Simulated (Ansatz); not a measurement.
Ansatz (a quantum-chemistry and plane-wave program) input file for Ge(H)3(OSiH3) (GeH₆OSi), SMILES [O]([SiH3])[GeH3], PBE-D3(BJ)/def2-SVP. 

Ansatz 0.2 input:
```yaml
crystal:
  periodic: [false, false, false]
  atoms:
    - {symbol: Ge, position_ang: [1.11692807, -0.17037009, 0.11462471]}
    - {symbol: O, position_ang: [-0.55103383, -0.16335042, -0.52321972]}
    - {symbol: Si, position_ang: [-2.03586793, 0.39853995, -0.04317531]}
    - {symbol: H, position_ang: [1.95663856, -0.93047390, -0.92388225]}
    - {symbol: H, position_ang: [1.59193613, 1.28998570, 0.26809651]}
    - {symbol: H, position_ang: [1.11901754, -0.89002051, 1.47996509]}
    - {symbol: H, position_ang: [-2.43960312, -0.20040533, 1.26617180]}
    - {symbol: H, position_ang: [-3.03550172, 0.02438893, -1.08044553]}
    - {symbol: H, position_ang: [-2.02376406, 1.88561179, 0.11231594]}
basis:
  gaussian:
    orbitals: def2-SVP
hamiltonian:
  xc: pbe
  dispersion: d3bj
relax: {f_tol: 0.002, max_steps: 200}
```

Log of the run:

```
WARN ansatz: RAYON_NUM_THREADS=1 ignored (pool sized by the plan → 1); use --threads N
Functional definition: PBE
integrals: 0.04 GiB planned
1038 factors; their error is unknown
mean field: 0.23 GiB planned
mean field evaluation 1: about -66509.2998 eV, gradient 5.8e1 eV
mean field evaluation 2: about -66467.8992 eV, gradient 1.5e2 eV
mean field evaluation 4: about -66515.0118 eV, gradient 8.9e0 eV
mean field evaluation 8: about -66515.1133 eV, gradient 2.7e-1 eV
mean field evaluation 16: about -66515.0446 eV, gradient 4.0e-5 eV
mean field -66515.04460919 eV, -2444.3828038711 hartree, gradient 4.0e-5 eV, S^2 0.000000; 0 other end points of the search recorded, 0 dependent functions left out
the calculation of the forces begins
reference -66515.04464903 eV, -2444.3828053354 hartree; 30, 30 occupied and 64, 64 virtual orbitals, 1038 factors
relax step   1: F+E_penalty+E_count = -66515.19943986 eV  Δ(F+E_penalty+E_count) = +0.000e0 eV  max|allowed force component| = 2.925e-1 eV/Å  Δτ_max = 0.0000 Å  (25 SCF iters, accepted)
these checks for a lower state are left out or cut short: starts, cluster_reference, orbital_swaps, neighbouring_geometries, increment
integrals: 0.04 GiB planned
1038 factors; their error is unknown
mean field: 0.23 GiB planned
mean field -66515.05550700 eV, -2444.3832043583 hartree, gradient 1.3e-5 eV, S^2 0.000000; 0 other end points of the search recorded, 0 dependent functions left out
the calculation of the forces begins
reference -66515.05554690 eV, -2444.3832058247 hartree; 30, 30 occupied and 64, 64 virtual orbitals, 1038 factors
relax step   2: F+E_penalty+E_count = -66515.20990239 eV  Δ(F+E_penalty+E_count) = -1.046e-2 eV  max|allowed force component| = 1.697e-1 eV/Å  Δτ_max = 0.0125 Å  (27 SCF iters, accepted)
these checks for a lower state are left out or cut short: starts, cluster_reference, orbital_swaps, neighbouring_geometries, increment
integrals: 0.04 GiB planned
1038 factors; their error is unknown
mean field: 0.23 GiB planned
mean field -66515.05785933 eV, -2444.3832908049 hartree, gradient 1.4e-5 eV, S^2 0.000000; 0 other end points of the search recorded, 0 dependent functions left out
the calculation of the forces begins
reference -66515.05789928 eV, -2444.3832922729 hartree; 30, 30 occupied and 64, 64 virtual orbitals, 1038 factors
relax step   3: F+E_penalty+E_count = -66515.21210261 eV  Δ(F+E_penalty+E_count) = -2.200e-3 eV  max|allowed force component| = 6.112e-2 eV/Å  Δτ_max = 0.0121 Å  (27 SCF iters, accepted)
these checks for a lower state are left out or cut short: starts, cluster_reference, orbital_swaps, neighbouring_geometries, increment
integrals: 0.04 GiB planned
1038 factors; their error is unknown
mean field: 0.23 GiB planned
mean field evaluation 32: about -66515.1247 eV, gradient 1.0e0 eV
mean field -66515.05854956 eV, -2444.3833161702 hartree, gradient 1.4e-5 eV, S^2 0.000000; 0 other end points of the search recorded, 0 dependent functions left out
the calculation of the forces begins
reference -66515.05858952 eV, -2444.3833176387 hartree; 30, 30 occupied and 64, 64 virtual orbitals, 1038 factors
relax step   4: F+E_penalty+E_count = -66515.21329972 eV  Δ(F+E_penalty+E_count) = -1.197e-3 eV  max|allowed force component| = 5.361e-2 eV/Å  Δτ_max = 0.0189 Å  (27 SCF iters, accepted)
these checks for a lower state are left out or cut short: starts, cluster_reference, orbital_swaps, neighbouring_geometries, increment
integrals: 0.04 GiB planned
1038 factors; their error is unknown
mean field: 0.23 GiB planned
mean field -66515.05898301 eV, -2444.3833320994 hartree, gradient 1.4e-5 eV, S^2 0.000000; 0 other end points of the search recorded, 0 dependent functions left out
the calculation of the forces begins
reference -66515.05902296 eV, -2444.3833335674 hartree; 30, 30 occupied and 64, 64 virtual orbitals, 1038 factors
relax step   5: F+E_penalty+E_count = -66515.21446551 eV  Δ(F+E_penalty+E_count) = -1.166e-3 eV  max|allowed force component| = 1.544e-2 eV/Å  Δτ_max = 0.0367 Å  (27 SCF iters, accepted)
these checks for a lower state are left out or cut short: starts, cluster_reference, orbital_swaps, neighbouring_geometries, increment
integrals: 0.04 GiB planned
1038 factors; their error is unknown
mean field: 0.23 GiB planned
mean field -66515.05890982 eV, -2444.3833294098 hartree, gradient 1.4e-5 eV, S^2 0.000000; 0 other end points of the search recorded, 0 dependent functions left out
the calculation of the forces begins
reference -66515.05894974 eV, -2444.3833308769 hartree; 30, 30 occupied and 64, 64 virtual orbitals, 1038 factors
relax step   6: F+E_penalty+E_count = -66515.21463470 eV  Δ(F+E_penalty+E_count) = -1.692e-4 eV  max|allowed force component| = 1.216e-3 eV/Å  Δτ_max = 0.0084 Å  (28 SCF iters, accepted)
these checks for a lower state are left out or cut short: starts, cluster_reference, orbital_swaps, neighbouring_geometries, increment
integrals: 0.04 GiB planned
1038 factors; their error is unknown
mean field: 0.23 GiB planned
mean field -66515.05882317 eV, -2444.3833262253 hartree, gradient 1.2e-5 eV, S^2 0.000000; 0 other end points of the search recorded, 0 dependent functions left out
the calculation of the forces begins
reference -66515.05886308 eV, -2444.3833276921 hartree; 30, 30 occupied and 64, 64 virtual orbitals, 1038 factors
relax step   7: F+E_penalty+E_count = -66515.21463732 eV  Δ(F+E_penalty+E_count) = -2.613e-6 eV  max|allowed force component| = 1.917e-3 eV/Å  Δτ_max = 0.0038 Å  (21 SCF iters, accepted)
integrals: 0.04 GiB planned
1038 factors; their error is unknown
mean field: 0.23 GiB planned
mean field evaluation 64: about -66515.0161 eV, gradient 9.3e0 eV
mean field -66515.05882317 eV, -2444.3833262253 hartree, gradient 1.1e-5 eV, S^2 0.000000; 1 other end points of the search recorded, 0 dependent functions left out
the calculation of the forces begins
reference -66515.05886308 eV, -2444.3833276921 hartree; 30, 30 occupied and 64, 64 virtual orbitals, 1038 factors
Total energy: -66515.21467723 eV, -2444.3890537564 hartree
Atom 0 at     1.100546    -0.169309     0.111357 Å, force    -0.000834     0.001799     0.001917 eV/Å
Atom 1 at    -0.555662    -0.208229    -0.595353 Å, force     0.000206    -0.001572    -0.001052 eV/Å
Atom 2 at    -2.018700     0.392925    -0.045745 Å, force     0.001793     0.001085     0.001586 eV/Å
Atom 3 at     1.989710    -0.923560    -0.903418 Å, force     0.000075     0.000472     0.000827 eV/Å
Atom 4 at     1.541163     1.311845     0.269798 Å, force     0.001058    -0.000221    -0.001259 eV/Å
Atom 5 at     1.071883    -0.883353     1.490687 Å, force     0.000750    -0.001377    -0.000764 eV/Å
Atom 6 at    -2.395989    -0.211490     1.284623 Å, force    -0.001199    -0.000862    -0.000923 eV/Å
Atom 7 at    -3.065336     0.043224    -1.063372 Å, force    -0.000902     0.000587     0.000822 eV/Å
Atom 8 at    -1.968866     1.891853     0.121875 Å, force    -0.000948     0.000089    -0.001153 eV/Å
Dipole moment:     0.203987     0.033521     0.140555 e Å
```

The calculation finished and met its thresholds.

Cost: very roughly 13 core-seconds.
